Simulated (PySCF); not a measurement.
# Excitation energy of Se by level of theory

Se [Ar] 3d10 4s2 4p4 (3P) → Se [Ar] 3d10 4s2 4p3 4d1 (5D), as a difference of total energies. Calculation: PySCF 2.14, in aug-cc-pVTZ-DK; the spin-free X2C one-electron Hamiltonian (Gaussian nucleus). Correlated levels: valence: [Ar] 3d10 frozen. The calculations carry no spin-orbit coupling.

```tsv
method	excitation energy (cm⁻¹)
UHF	63243
MP2 (valence)	67172
SCS-MP2 (valence)	68534
CCSD (valence)	67903
CCSD(T) (valence)	68097
```

Errors of the correlated levels include the incompleteness of this basis and the frozen core.

The promoted electron is Rydberg-like, and one or two diffuse shells describe it only roughly, which tends to raise the upper state.

For comparison: 62433 cm⁻¹ (measured; NIST levels, between the centres of gravity of the two terms).
